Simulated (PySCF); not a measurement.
**Phosphorus: a sound run and one with changed settings**

Sound run: P⁺ [Ne] 3s2 3p2, P²⁺ [Ne] 3s2 3p1. All numbers are calculated (PySCF 2.14, scalar relativity by spin-free X2C-1e, in aug-cc-pVDZ-DK). The sound run starts from symmetry-adapted Hartree-Fock orbitals and uses a fine grid where one is needed.

Changed run: radial step 0.8 in ln r (0.13 in the sound run). This setting is unsound on purpose.

| species | method | sound run (hartree) | changed run (hartree) | converged |
| --- | --- | --- | --- | --- |
| P⁺ | UHF | -341.15940 | -341.15940 | yes |
| P⁺ | B3LYP | -341.71807 | -341.81350 | yes |
| P⁺ | PBE0 | -341.56766 | -341.63026 | yes |
| P²⁺ | UHF | -340.45529 | -340.45529 | yes |
| P²⁺ | B3LYP | -340.99222 | -341.06442 | yes |
| P²⁺ | PBE0 | -340.83935 | -340.88603 | yes |

Ionisation energy of P⁺:

```json
{"method": "UHF", "sound run (eV)": "19.160", "changed run (eV)": "19.160"}
{"method": "B3LYP", "sound run (eV)": "19.751", "changed run (eV)": "20.384"}
{"method": "PBE0", "sound run (eV)": "19.818", "changed run (eV)": "20.252"}
```

A coarse radial grid mis-integrates the density and the exchange-correlation energy, with errors of either sign; Hartree-Fock needs no grid.

For comparison, NIST gives 19.769 eV between the lowest levels.
